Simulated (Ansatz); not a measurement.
C2H9GaSi, SMILES `[CH3][Ga]([CH3])[SiH3]`, relaxed with RKS PBE-D4/def2-SVP in the Gaussian-basis code of Ansatz from a rough embedded geometry. The force threshold is 0.03 eV/Å; the program also tests the step.

Total charge 0; spin multiplicity 1.

Start:

```xyz
13

C     1.311    0.881   -0.776
Ga    0.087    0.119   -0.179
C    -1.422    0.616    0.898
Si    0.204   -1.636    0.132
H     2.273    0.657   -1.394
H     0.602    1.398   -1.527
H     1.555    1.582    0.030
H    -1.802    1.194    0.051
H    -2.328    0.261    1.508
H    -0.873    1.346    1.552
H     1.493   -2.280   -0.194
H    -0.613   -1.667   -1.151
H    -0.487   -2.471    1.052
```

| step | energy (eV) | largest force (eV/Å) | largest move (Å) |
| --- | --- | --- | --- |
| 1 | -62441.7148 | 14.900 | 0.000 |
| 2 | -62446.1366 | 6.549 | 0.195 |
| 3 | -62448.6584 | 2.120 | 0.195 |
| 4 | -62449.8219 | 0.482 | 0.195 |
| 5 | -62450.1910 | 0.661 | 0.196 |
| 6 | -62450.2950 | 0.366 | 0.200 |
| 7 | -62450.3508 | 0.208 | 0.195 |
| 8 | -62450.3751 | 0.216 | 0.200 |
| 9 | -62450.3813 | 0.027 | 0.049 |

End:

```xyz
13

C     1.373    1.295   -0.845
Ga    0.018    0.150    0.051
C    -1.502    1.030    0.984
Si    0.152   -2.273   -0.094
H     2.242    0.725   -1.226
H     0.893    1.813   -1.704
H     1.737    2.088   -0.159
H    -2.132    1.550    0.230
H    -2.142    0.321    1.541
H    -1.136    1.810    1.684
H     1.568   -2.785   -0.216
H    -0.584   -2.746   -1.329
H    -0.485   -2.977    1.082
```

It took 16 s on 4 threads of an Arm Neoverse V1 on a shared host, with 0.19 GiB of host memory at the peak.
